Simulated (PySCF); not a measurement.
A structure optimised at r2SCAN-D4/def2-SVP, used in a PySCF frequency run:

```xyz
12

O      0.1438    -2.2319     0.0000
C     -0.0326    -1.0358     0.0000
C     -1.4295    -0.3925     0.0000
C     -1.3013     1.1044     0.0000
C     -0.0840     1.6938     0.0000
Si     1.2758     0.4190     0.0000
H     -1.9929    -0.7639    -0.8778
H     -1.9929    -0.7639     0.8778
H     -2.2259     1.6986     0.0000
H     -0.0058     2.7859     0.0000
H      2.1456     0.4064    -1.2142
H      2.1456     0.4064     1.2142
```

Problem. Write its SMILES, formula and point group.

Solution. O=C1CC=C[SiH2]1, C4H6OSi, Cs

Problem. What are its rotational constants (standard atomic weights)?

Solution. 4.2910, 3.0607, 1.8455 GHz
